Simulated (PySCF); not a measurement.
C$_{2}$H$_{2}$F (SMILES C=[C]F), doublet, at a GFN2-xTB geometry.

The PySCF input:
```python
from pyscf import gto, scf, dft

mol = gto.M(
    atom='''
C     0.01269615    0.41171885   -0.01137087
C     1.19873388   -0.11100266   -0.02785296
F    -1.19104254   -0.12604551    0.03401395
H     1.37985501   -1.18518672   -0.00369633
H     2.07094770    0.51529918   -0.06708620
''',
    basis='aug-cc-pvdz',
    spin=1,
    verbose=4,
)

mf = dft.UKS(mol)
mf.xc = 'blyp'
mf.kernel()
```

Task: What does this run give for the dipole moment, <S^2>?

Result: 
```json
{
 "dipole_moment": "1.08 D",
 "<S^2>": "0.756"
}
```

These values belong to the state on which the SCF converged, which isn't shown to be the lowest.
